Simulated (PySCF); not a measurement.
Löwdin shares of the frontier orbitals

Compound: C₂H₇F₃OSi₂.
Atom-mapped SMILES: `[F:1][CH2:2][C:3]([F:4])([F:5])[SiH2:6][O:7][SiH3:8]` (hydrogens: H9, H10 on C2; H11, H12 on Si6; H13, H14, H15 on Si8)

Cartesian coordinates in Å at the GFN2-xTB level; atoms count from 1:
```
atom  x, y, z in Å
F1    -2.8008    0.9558    0.4964
C2    -2.5138   -0.3337    0.1227
C3    -1.0087   -0.4989   -0.0408
F4    -0.7332   -0.8566   -1.3378
F5    -0.5998   -1.5871    0.6903
Si6    0.0253    1.0761    0.4452
O7     1.5660    0.6798    0.2611
Si8    2.8869   -0.1914   -0.1711
H9    -2.8917   -0.9910    0.9104
H10   -3.0370   -0.5235   -0.8185
H11   -0.3222    2.1082   -0.5183
H12   -0.2164    1.3240    1.8572
H13    2.5234   -1.6032   -0.1857
H14    3.2640    0.3096   -1.4902
H15    3.8538    0.1398    0.8722
```

Level of theory: PySCF, TDDFT PBE0/def2-SVPD, vertical, gas phase, core orbitals frozen in the response.

Kohn–Sham orbitals with the atoms that hold most of them (Löwdin shares over 4%, at most four atoms; ? is withheld):

```
orbital  ε (eV)                               atoms
 HOMO-3  -10.20  Si6 18%, Si8 18%, H14 13%, H12 12%
 HOMO-2   -9.55   Si8 25%, H13 19%, O7 17%, H15 12%
 HOMO-1   -8.80   O7 36%, Si8 16%, H14 13%, Si6 11%
   HOMO   -8.38                                   ?
   LUMO   -0.23                                   ?
 LUMO+1    0.54    Si6 21%, C2 15%, F1 11%, Si8 10%
 LUMO+2    0.70     Si8 29%, Si6 14%, H13 7%, O7 6%
```

Task: Give the leading atoms of the LUMO.

Result: Si8 (bonded to O and 3 H) 25%; Si6 (bonded to C, O and 2 H) 16%; O7 (bonded to 2 Si) 10%; H14 (bonded to Si) 8%. By element: silicon 42%, oxygen 10%, hydrogen 8% or more.

Task: Which atoms hold the HOMO, and with what shares?

Result: C3 (bonded to C, 2 F and Si) 21%; O7 (bonded to 2 Si) 17%; Si6 (bonded to C, O and 2 H) 14%; F5 (bonded to C) 10%.

Task: How does S1 compare with the orbital gap of 8.14 eV?

Result: S1 is at 6.88 eV (f = 0.0013), 1.26 eV below the gap, made of HOMO→LUMO (96%). 

Task: One configuration dominates each of S1, S2 and S8. Which, and how do the shares of the two leading atoms of either orbital change from the occupied to the empty one?

Result: 
- S1 (6.88 eV, f 0.0013), HOMO→LUMO (96%): C3 21% → at most 8%, O7 17% → 10%, Si8 at most 11% → 25%, Si6 14% → 16%
- S2 (7.17 eV, f 0.0027), HOMO-1→LUMO (98%): O7 36% → 10%, Si8 16% → 25%, Si6 11% → 16%
- S8 (8.36 eV, f 0.078), HOMO-1→LUMO+1 (76%): O7 36% → at most 10%, Si8 16% → 10%, Si6 11% → 21%, C2 at most 12% → 15%

Löwdin shares depend on the basis, the more so with diffuse functions.

The run took 68 s (grids of density and orbitals included) on an Intel Xeon Platinum 8259CL at 2.50 GHz with one thread, no GPU, shared host with 96 logical CPUs at a one-minute load of 20, and the process peaked at 1.0 GiB of memory.

One conformer stands for the species.
